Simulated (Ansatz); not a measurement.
`O=C=N[SiH](F)Cl` + `[CH3][Zn][F]` → `C[SiH](F)N=C=O` + `[F][Zn][Cl]` at 600 K and 1 bar (redistribution).

Calculated with Ansatz (gas phase, PBE0-D4/def2-TZVP geometries, no zero-point term in ΔE). CCSD(T)/CBS adds triple-zeta CCSD(T) − MP2 to the extrapolated MP2 energy (def2 sets, frozen cores). For Zn outer-core shells are correlated without core-valence functions, which leaves a few kJ/mol of doubt a bond. Scalar relativity is left out up to krypton. Each species was taken in one conformer, which may not be the lowest.

| species | CCSD(T)/CBS energy (Eh) | H − E (kJ/mol) | S (J/(mol·K)) |
| --- | --- | --- | --- |
| `O=C=N[SiH](F)Cl` | -1017.33874 | 127.4 | 440.1 |
| `[CH3][Zn][F]` | -1918.06698 | 136.7 | 332.6 |
| `C[SiH](F)N=C=O` | -597.38266 | 227.8 | 464.3 |
| `[F][Zn][Cl]` | -2338.03728 | 39.0 | 311.0 |

H − E and S are ideal-gas, rigid-rotor, harmonic terms from PBE0-D4/def2-TZVP, for one conformer and one mirror image of each species. 1 Eh = 2625.50 kJ/mol, R = 8.31446 J/(mol·K).

**Question.** By hand: ΔE, ΔH, ΔS and ΔG.

**Answer.** ΔE = (-597.38266) + (-2338.03728) − (-1017.33874) − (-1918.06698) = -0.01422 Eh = -37.3 kJ/mol. Δ(H − E) = 227.8 + 39.0 − 127.4 − 136.7 = 2.7, so ΔH = -34.6 kJ/mol. ΔS = 464.3 + 311.0 − 440.1 − 332.6 = 2.6 J/(mol·K). ΔG = -34.6 − 600 × (2.6)/1000 = -36.2 kJ/mol.

**Question.** By hand: the equilibrium constant, and the temperature at which ΔG would vanish if ΔH and ΔS stayed fixed.

**Answer.** log₁₀ K = −ΔG/(RT ln 10) = 3.2. ΔH and −TΔS have one sign here, so there is no such temperature. One of them is within its doubt of zero, so this could turn.

The number of gas molecules stays the same, so ΔS is small and ΔH decides. A doubt of 5 kJ/mol in ΔE shifts log₁₀ K by 0.4 here. Other conformers and mirror images would add mixing entropy, several J/(mol·K) or more a flexible species. Modes under 60 cm⁻¹, often nearly free rotors, make the harmonic entropy too high. These are equilibria of isolated gas molecules and say nothing of rates. Largest T1 diagnostic: 0.016 (customary marks: 0.02 for closed shells, 0.045 for open ones).
